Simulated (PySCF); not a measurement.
# One molecule, several mistakes: C2GeH10Si

These are calculations, not measurements. The program is PySCF 2.14.0, an open-source quantum chemistry code, run on an isolated molecule that a program drew, which may never have been made. The molecule is C2GeH10Si (charge 0, singlet), drawn as the SMILES string `[CH3][GeH]([CH3])[SiH3]`.

Each row is a Hartree-Fock (HF) and frozen-core CCSD(T) single point in the cc-pV(D+d)Z basis, meant for a local HF minimum. Run 1 is clean. Each other run has one planted mistake out of seven kinds, and not every kind appears here: one electron removed, one electron added, multiplicity raised by two, geometry at a saddle point, minimal basis STO-3G, one bond length entered in bohr, all coordinates scaled. The reference is restricted for singlets and unrestricted otherwise, and also for a bond in bohr. Adding or removing an electron swaps singlet and doublet. Electrons count all cores. HOMO and LUMO are orbital energies over both spins, the gradient is its largest component, and the lowest frequency (negative if imaginary) is given only where the gradient is small. Bond lengths are over the 13 bonds as drawn. T1 is the CCSD diagnostic: over 0.02 (restricted) or 0.045 (unrestricted) a single reference is doubtful. Germanium has the cc-pVDZ-PP basis, with a core potential (ECP10MDF) in place of its 10 inner electrons, and its 3s, 3p and 3d shells are frozen in CCSD(T).

Geometry of the clean run:
```xyz
14
C2GeH10Si, angstrom
C     2.6055   -0.0235   -1.7694
Ge    1.3311   -1.0605   -0.6823
C     0.0497   -1.9863   -1.8579
Si    0.1793    0.3689    0.8810
H     3.3444    0.4703   -1.1350
H     2.0816    0.7401   -2.3487
H     3.1322   -0.6827   -2.4633
H     2.1173   -2.1204    0.1152
H    -0.6442   -2.5937   -1.2732
H    -0.5280   -1.2637   -2.4388
H     0.5810   -2.6416   -2.5520
H    -0.7652   -0.4156    1.7152
H    -0.5955    1.4097    0.1583
H     1.1435    1.0506    1.7803
```

```
run  electrons  basis functions  <S^2>  HOMO (eV)  LUMO (eV)  gradient (hartree/bohr)  lowest frequency (cm^-1)  mean bond (Å)  longest bond (Å)      T1  HF (hartree)  CCSD(T) (hartree)                     mistake
  1         68              124  0.000     -10.14       3.87                  1.6e-05                        89         1.4539             2.411  0.0098    -663.87968         -664.46803                    no fault
  2         68              124  2.012      -3.14      -1.78                  4.1e-02                         -         1.4539             2.411  0.0497    -663.63809         -664.22202  multiplicity raised by two
  3         69              124  0.758       2.89       8.21                  4.0e-02                         -         1.4539             2.411  0.0344    -663.75345         -664.36527          one electron added
  4         67              124  0.758     -16.18      -7.84                  6.5e-02                         -         1.4539             2.411  0.0134    -663.54964         -664.11768        one electron removed
  5         68              124  0.820      -8.76       1.40                  7.8e-03                         -         1.5555             2.807  0.0410    -663.77072         -664.34902                           ?
  6         68              124  0.000     -10.27       4.18                  4.7e-02                         -         1.3521             2.242  0.0094    -663.81155         -664.39002                           ?
```

**Which mistake was planted in run 5, and what did it cost?**

The mean bond changes by a factor of 1.070 and the longest by 1.164, so the molecule wasn't scaled as a whole. A length L in bohr read as angstrom grows by (1/0.5292 - 1) L = 0.890 L. The 13 bonds together grew by 13 x 0.1016 = 1.321 Å, which gives L = 1.485 Å. That is the length of one of the H-Si bonds, 1.485 Å in the clean geometry. So the mistake is: one bond length entered in bohr. Subtracting run 1 and multiplying by 627.51 kcal/mol a hartree, the energy moved by 68.4 kcal/mol in HF and 74.7 kcal/mol in CCSD(T).

**Which mistake was planted in run 6, and what did it cost?**

The mean and the longest bond both change by the same factor, 0.930, and the gradient is no longer small. So the mistake is: all coordinates scaled. Subtracting run 1 and multiplying by 627.51 kcal/mol a hartree, the energy moved by 42.8 kcal/mol in HF and 49.0 kcal/mol in CCSD(T).

Cautions from the logs. Run 2: T1 is over the limit, so its CCSD(T) energy is less reliable; run 3: the HOMO is above zero, so the electron isn't bound and the energy depends on the basis.
